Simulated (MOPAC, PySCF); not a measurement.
C2H10Si2, SMILES `[SiH3]C([SiH3])C`, neutral singlet in the gas phase. 

Cartesian coordinates (Å):
```xyz
14

C     -0.1743     1.5687    -0.1785
C     -0.1313     0.0478    -0.4564
Si    -1.3943    -0.8760     0.5897
Si     1.6079    -0.6392    -0.2410
H     -1.1734     1.9786    -0.3513
H      0.0956     1.7865     0.8587
H      0.5240     2.1124    -0.8211
H     -0.4066    -0.1374    -1.5042
H     -2.7531    -0.3250     0.3555
H     -1.0721    -0.7194     2.0296
H     -1.4018    -2.3214     0.2582
H      2.0479    -0.4735     1.1663
H      1.6553    -2.0802    -0.5879
H      2.5589     0.0940    -1.1143
```
Charge 0, multiplicity 1.

All levels are single points at this geometry (TPSSh-D3(BJ)/def2-TZVP); Pople sets use spherical d functions. Orbital energies aren't observables, and empty levels follow the basis.

HF/3-21G in PySCF gives HOMO (eV) = -11.16.

Estimate the HOMO (eV) from each of these levels: TPSSh-D3(BJ)/def2-TZVP in PySCF; PBE/6-31G* in PySCF; SVWN5/6-31G* in PySCF; HF/STO-3G in PySCF; PM7 in MOPAC.


| level | HOMO (eV) |
|---|---|
| TPSSh-D3(BJ)/def2-TZVP in PySCF | -7.66 |
| PBE/6-31G* in PySCF | -6.94 |
| SVWN5/6-31G* in PySCF | -7.00 |
| HF/STO-3G in PySCF | -9.22 |
| PM7 in MOPAC | -10.56 |
